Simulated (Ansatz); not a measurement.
Zn(OH)2 (ZnO2H2). Total charge 0; singlet. Geometry r2SCAN-D4/def2-TZVP; atoms count from 1.

```xyz
5

Zn    0.156   -0.013   -0.069
O    -0.274   -1.433   -1.018
H    -1.140   -1.380   -1.434
O     0.764    1.394    0.799
H     0.494    1.432    1.722
```

(1) Estimate the Mulliken populations from the PBE0/def2-TZVP orbitals of Ansatz.

(2) And the Mayer bond orders between heavy atoms (over 0.3)?

Answers

(1) 
| atom | charge (e) | d electrons |
| --- | --- | --- |
| Zn1 | 0.64 | 10.07 |
| O2 | -0.64 | – |
| H3 | 0.32 | – |
| O4 | -0.64 | – |
| H5 | 0.32 | – |
Mulliken values depend strongly on the basis.

(2) Zn1–O2 1.03 (1.76 Å); Zn1–O4 1.03 (1.76 Å).
